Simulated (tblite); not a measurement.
Compound: C5H10BrNSi.
Atom-mapped SMILES: `[CH3:1][N:2]1[CH2:3][C:4]2([CH2:5][CH2:6]2)[Si@@H:7]1[Br:8]` (hydrogens: H9, H10, H11 on C1; H12, H13 on C3; H14, H15 on C5; H16, H17 on C6; H18 on Si7)

Computed with GFN2-xTB (tblite), gas phase: L-BFGS steps from a force-field or distance-geometry start until the largest atomic force falls under 0.01 eV/Å.

Step 4: E = -668.4232 eV
```
atom  x, y, z in Å  |  force x, y, z in eV/Å
C1     -2.6083   -0.3867   -0.1796    0.028   0.052   0.007
N2     -1.3114   -0.0879    0.3532   -0.073  -0.026  -0.004
C3     -0.4435    0.7557   -0.4743    0.073   0.003   0.001
C4      0.8656    0.2105    0.0703    0.195   0.188  -0.019
C5      1.9642    1.0223    0.6803   -0.083   0.007  -0.013
C6      2.2138    0.2443   -0.5692   -0.167  -0.066  -0.053
Si7    -0.0813   -1.1765    0.8767    0.042  -0.128  -0.132
Br8    -0.0493   -2.9997   -0.4283    0.057  -0.007   0.309
H9     -3.1473    0.5471   -0.3221   -0.211   0.019  -0.031
H10    -2.4862   -0.8873   -1.1464   -0.271  -0.052  -0.118
H11    -3.1600   -1.0420    0.4926    0.033   0.075   0.015
H12    -0.6261    1.8254   -0.3276    0.004  -0.076   0.124
H13    -0.5877    0.5241   -1.5366    0.095   0.057  -0.059
H14     1.8919    2.0949    0.6108    0.049   0.095   0.001
H15     2.3861    0.6646    1.6063    0.110   0.056   0.038
H16     2.3009    0.7774   -1.5014    0.125   0.041  -0.061
H17     2.7967   -0.6618   -0.5056    0.151   0.040  -0.090
H18     0.0734   -1.4182    2.2893   -0.156  -0.278   0.084
```

Step 5: E = -668.4363 eV
```
atom  x, y, z in Å  |  force x, y, z in eV/Å
C1     -2.6137   -0.3849   -0.1824   -0.002   0.051   0.010
N2     -1.3142   -0.0911    0.3453    0.004   0.062   0.011
C3     -0.4384    0.7566   -0.4742   -0.031  -0.003   0.026
C4      0.8718    0.2115    0.0717    0.019   0.128  -0.014
C5      1.9696    1.0255    0.6785   -0.097   0.030   0.017
C6      2.2187    0.2475   -0.5716   -0.163  -0.092  -0.070
Si7    -0.0889   -1.1755    0.8762    0.207  -0.159   0.007
Br8    -0.0464   -3.0065   -0.4194    0.052   0.007   0.305
H9     -3.1562    0.5509   -0.3237   -0.145  -0.078  -0.010
H10    -2.4942   -0.8889   -1.1489   -0.295  -0.027  -0.097
H11    -3.1588   -1.0422    0.4969    0.040   0.126  -0.046
H12    -0.6281    1.8253   -0.3210    0.034  -0.106   0.094
H13    -0.5855    0.5240   -1.5351    0.123   0.091  -0.088
H14     1.8935    2.0998    0.6109    0.061   0.032   0.000
H15     2.3875    0.6666    1.6066    0.127   0.072   0.015
H16     2.3064    0.7801   -1.5065    0.103   0.010   0.006
H17     2.8003   -0.6611   -0.5095    0.143   0.081  -0.085
H18     0.0677   -1.4314    2.2946   -0.179  -0.226  -0.082
```

Step 6: E = -668.4567 eV
```
atom  x, y, z in Å  |  force x, y, z in eV/Å
C1     -2.6217   -0.3812   -0.1873   -0.042   0.026   0.006
N2     -1.3177   -0.0951    0.3337    0.121   0.101   0.013
C3     -0.4312    0.7576   -0.4739   -0.164  -0.016   0.040
C4      0.8801    0.2149    0.0740   -0.210  -0.006   0.000
C5      1.9763    1.0311    0.6762   -0.066   0.029   0.030
C6      2.2231    0.2504   -0.5767   -0.095  -0.059  -0.049
Si7    -0.0958   -1.1764    0.8750    0.326  -0.094   0.176
Br8    -0.0406   -3.0170   -0.3984    0.049  -0.023   0.256
H9     -3.1733    0.5550   -0.3263   -0.027  -0.188   0.023
H10    -2.5135   -0.8917   -1.1545   -0.288   0.028  -0.034
H11    -3.1561   -1.0396    0.5027    0.031   0.169  -0.105
H12    -0.6303    1.8229   -0.3086    0.065  -0.100   0.045
H13    -0.5790    0.5263   -1.5347    0.151   0.138  -0.103
H14     1.8975    2.1081    0.6109    0.072  -0.060  -0.009
H15     2.3925    0.6714    1.6071    0.128   0.097  -0.049
H16     2.3174    0.7844   -1.5141    0.046  -0.035   0.105
H17     2.8091   -0.6579   -0.5176    0.100   0.132  -0.063
H18     0.0545   -1.4571    2.3008   -0.196  -0.140  -0.283
```

Step 7: E = -668.4785 eV
```
atom  x, y, z in Å  |  force x, y, z in eV/Å
C1     -2.6298   -0.3767   -0.1929   -0.046  -0.016   0.008
N2     -1.3196   -0.0989    0.3222    0.168   0.050  -0.018
C3     -0.4260    0.7582   -0.4736   -0.225  -0.024   0.034
C4      0.8862    0.2190    0.0766   -0.331  -0.125   0.004
C5      1.9819    1.0370    0.6739   -0.017   0.015   0.024
C6      2.2248    0.2525   -0.5827    0.016   0.002   0.003
Si7    -0.0973   -1.1784    0.8749    0.302   0.030   0.271
Br8    -0.0330   -3.0290   -0.3688    0.053  -0.092   0.172
H9     -3.1937    0.5563   -0.3289    0.099  -0.233   0.056
H10    -2.5417   -0.8942   -1.1615   -0.228   0.086   0.043
H11    -3.1529   -1.0334    0.5074   -0.004   0.160  -0.116
H12    -0.6315    1.8185   -0.2936    0.077  -0.046  -0.006
H13    -0.5685    0.5320   -1.5363    0.155   0.173  -0.095
H14     1.9036    2.1166    0.6107    0.072  -0.141  -0.026
H15     2.4011    0.6790    1.6066    0.108   0.109  -0.117
H16     2.3308    0.7888   -1.5207   -0.036  -0.063   0.181
H17     2.8215   -0.6517   -0.5281    0.029   0.165  -0.025
H18     0.0355   -1.4893    2.3032   -0.190  -0.050  -0.396
```

Task: Estimate the geometry and energy of step 8. (The exact step hangs on the optimiser's Hessian estimate; all steps are aligned on step 7, rigid shifts and turns removed.)

Result: E = -668.4997 eV, largest force 0.406 eV/Å
```
atom  x, y, z in Å  |  force x, y, z in eV/Å
C1     -2.6367   -0.3725   -0.1982   -0.024  -0.061   0.014
N2     -1.3194   -0.1033    0.3113    0.136  -0.054  -0.068
C3     -0.4242    0.7580   -0.4732   -0.178  -0.021   0.006
C4      0.8884    0.2223    0.0789   -0.283  -0.173   0.000
C5      1.9859    1.0421    0.6714    0.017  -0.014   0.005
C6      2.2246    0.2542   -0.5876    0.106   0.061   0.064
Si7    -0.0937   -1.1798    0.8772    0.154   0.141   0.239
Br8    -0.0243   -3.0423   -0.3349    0.063  -0.163   0.082
H9     -3.2129    0.5538   -0.3306    0.196  -0.186   0.083
H10    -2.5750   -0.8951   -1.1680   -0.122   0.118   0.100
H11    -3.1500   -1.0242    0.5102   -0.060   0.088  -0.066
H12    -0.6311    1.8133   -0.2785    0.063   0.034  -0.045
H13    -0.5547    0.5414   -1.5401    0.126   0.189  -0.067
H14     1.9111    2.1229    0.6099    0.053  -0.170  -0.050
H15     2.4123    0.6887    1.6041    0.079   0.092  -0.153
H16     2.3435    0.7923   -1.5242   -0.124  -0.055   0.200
H17     2.8350   -0.6423   -0.5391   -0.040   0.150   0.028
H18     0.0126   -1.5232    2.2995   -0.162   0.025  -0.371
```

The energy changes by -0.0212 eV. The first-order estimate −F·Δx gives -0.0297 eV and the mean of the old and new forces, exact on a quadratic surface, -0.0212 eV. The step makes an angle of 68° with the force vector and moves no atom by more than 0.041 Å.

What follows is the cost of the whole relaxation. On an Arm Neoverse N1 with one thread, shared host with 64 logical CPUs at a one-minute load of 62, this took 1.4 s.
